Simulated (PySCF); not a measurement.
# Pr: electron affinity

Pr⁻ [Xe] 4f3 6s2 6p1 [4f5/2^3 6p1/2^1, M_J = 5] → Pr [Xe] 4f3 6s2 [4f5/2^3, M_J = 9/2], as a difference of total energies. Calculation: PySCF 2.14, in x2c-SVPall-2c with one added diffuse shell each of s, p, d, f type (8s11p10d4f1g, 128 functions); the two-component X2C-1e Hamiltonian. Correlated levels: [Ar] 3d10 frozen; the 16 highest virtual spinors dropped. "Screened" scales the spin-orbit matrix elements by Boettger's factors to mimic the two-electron term; Breit and QED terms are absent.

```
                    method  electron affinity (eV)
           GHF (spin-free)                  -0.201
          GMP2 (spin-free)                  -0.152
 GHF (screened spin-orbit)                  -0.182
GMP2 (screened spin-orbit)                  -0.134
```

The configuration of this anion was assumed by filling the next shell in order. It is not the known or likely ground configuration (Ca⁻, Sr⁻ and Ba⁻, for instance, bind a p electron), so these values are not the electron affinity of the element.

The labels give the starting determinants; with spin-orbit coupling the two ends relaxed to ⟨J²⟩ = 33.72, ⟨L²⟩ = 55.91, ⟨S²⟩ = 6.02 and ⟨J²⟩ = 26.92, ⟨L²⟩ = 41.80, ⟨S²⟩ = 3.74.

A negative affinity means that the anion lies above the atom at that level of theory.

The determinant of Pr⁻ and of Pr mixes levels of different J (the jj label is only the starting occupation), so the difference between spin-free and spin-orbit rows is not the physical spin-orbit shift.
